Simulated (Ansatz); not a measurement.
`C=COB(O)O` and `OB(O)[O][Zn][F]` differ in one atom or group.

Ansatz, PBE0-D4/def2-TZVP geometries, multiplicity 1. Each molecule was computed in one conformer, which needn't be the lowest.

Scalar relativity is left out up to krypton.

| property | `C=COB(O)O` |
| --- | --- |
| HOMO–LUMO gap (PBE0/def2-TZVPP) / eV | 7.56 |
| size of the dipole moment (ωB97M-V/def2-TZVPP) / D | 0.78 |
| LUMO energy (PBE0/def2-TZVPP) / eV | 0.57 |
| HOMO energy (PBE0/def2-TZVPP) / eV | -6.99 |
| LUMO energy (B3LYP/def2-TZVPP) / eV | 0.27 |
| LUMO energy (PBE/def2-TZVPP) / eV | -0.47 |

(1) What does the change do to each property? (Estimate.)

Answers

(1) Ansatz gave: 
```json
{"property": "HOMO–LUMO gap (PBE0/def2-TZVPP) / eV", "`OB(O)[O][Zn][F]`": "7.79", "shift": "0.23"}
{"property": "size of the dipole moment (ωB97M-V/def2-TZVPP) / D", "`OB(O)[O][Zn][F]`": "3.68", "shift": "2.90"}
{"property": "LUMO energy (PBE0/def2-TZVPP) / eV", "`OB(O)[O][Zn][F]`": "-1.22", "shift": "-1.79"}
{"property": "HOMO energy (PBE0/def2-TZVPP) / eV", "`OB(O)[O][Zn][F]`": "-9.01", "shift": "-2.02"}
{"property": "LUMO energy (B3LYP/def2-TZVPP) / eV", "`OB(O)[O][Zn][F]`": "-1.60", "shift": "-1.87"}
{"property": "LUMO energy (PBE/def2-TZVPP) / eV", "`OB(O)[O][Zn][F]`": "-2.18", "shift": "-1.71"}
```

With PBE0 the HOMO falls by 2.02 eV and the LUMO falls by 1.79 eV, so the gap widens by about 0.23 eV. PBE moves the HOMO by -1.58 eV and ωB97M-V by -2.20 eV. The zero-point energy changes by -109.7 kJ/mol with -9 modes. Dipoles are sizes alone; their direction can turn.

B3LYP here is the variant with VWN-RPA as its local correlation; programs differ in this.
